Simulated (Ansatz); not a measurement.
Ansatz (an electronic-structure program) input:

Ansatz 0.2 input:
```yaml
crystal:
  periodic: [false, false, false]
  atoms:
    - {symbol: Ti, position_ang: [-0.11257395, -0.20278300, -0.08679594]}
    - {symbol: O, position_ang: [1.63600569, -0.43091635, -0.31880993]}
    - {symbol: F, position_ang: [-0.49439265, -0.18170779, 1.57541563]}
    - {symbol: F, position_ang: [-0.68465386, 1.06043632, -1.07986116]}
basis:
  gaussian:
    orbitals: def2-SVP
hamiltonian:
  xc: {name: PBE0}
total_charge: 1
magnetization: {spin_polarized: true, initial_magnetization: 1}
```

Problem. What final total energy does it print?

Solution. -1123.33305 Eh (PBE0/def2-SVP). The basis has 73 functions.

The spin state was set by rule; other spins were not relaxed.
